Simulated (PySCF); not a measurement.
Work out the structure from these simulated measurements.

Formula: C4H11BO4Si.

| Quantity | Value |
| --- | --- |
| UV, strongest line | among the 10 lowest singlet transitions: S5 at 7.97 eV (155 nm, f = 0.082) [TDDFT CAM-B3LYP/def2-SVPD] |
| Polarisability | 101.1 au [CAM-B3LYP/def2-SVPD] |
| Dipole | 3.04 D [CAM-B3LYP/def2-SVPD] |
| Rotational structure | rotational constants A, B, C: 1.691, 0.642, 0.554 GHz [PBE0-D3(BJ)/def2-SVP] |
| 13C NMR | chemical shifts (computed TMS as zero) by class: 182.5 (1 C), 52.7 (2 C), 25.7 (1 C) ppm [GIAO CAM-B3LYP/pcSseg-1] |
| UV, first state | lowest singlet excitation: 5.88 eV (211 nm, f = 0.004) [TDDFT CAM-B3LYP/def2-SVPD] |
| 1H NMR | chemical shifts (computed TMS as zero) by class: 4.64 (3 H), 3.81 (6 H), 1.94 (2 H) ppm [GIAO CAM-B3LYP/pcSseg-1] |
| Triplet | lowest triplet excitation (Tamm–Dancoff): 5.39 eV [TDA CAM-B3LYP/def2-SVPD] |

Gas-phase values; electronic properties from PySCF, density fitting. Levels stand in brackets. One conformer (not necessarily the lowest) at the PBE0-D3(BJ)/def2-SVP geometry, without solvent, vibrations or thermal averaging. NMR classes are plain means over equivalent atoms (diastereotopic ones count apart unless rotation or inversion swaps them), as if these changed places fast.

Question: Propose a structure and show how it fits.

Answer: Numbering: `[CH3:1][O:2][B:3]([CH2:4][C:5](=[O:6])[O:7][SiH3:8])[O:9][CH3:10]`. 4 carbons fall into 3 classes; from least to most shielded: carbonyl carbon [C5] (182.5 ppm), methoxy carbon [C1/C10] (52.7 ppm, 2 C, up to 2.3 ppm apart in this geometry), sp3 carbon bound to boron [C4] (25.7 ppm). Hydrogen classes from least to most shielded: 3 H on an oxygen-bound silicon, Si8 (4.64 ppm), 6 H on 2 methoxy carbons, C1/C10 (3.81 ppm, a mean of values up to 1.1 ppm apart in this geometry), 2 H on an sp3 carbon bound to boron, C4 (1.94 ppm). The optimised geometry has point group C1 and is an asymmetric top. Structure: `COB(CC(=O)O[SiH3])OC`. The assignments are read from this structure; whether some other isomer fits the data as well wasn't checked.
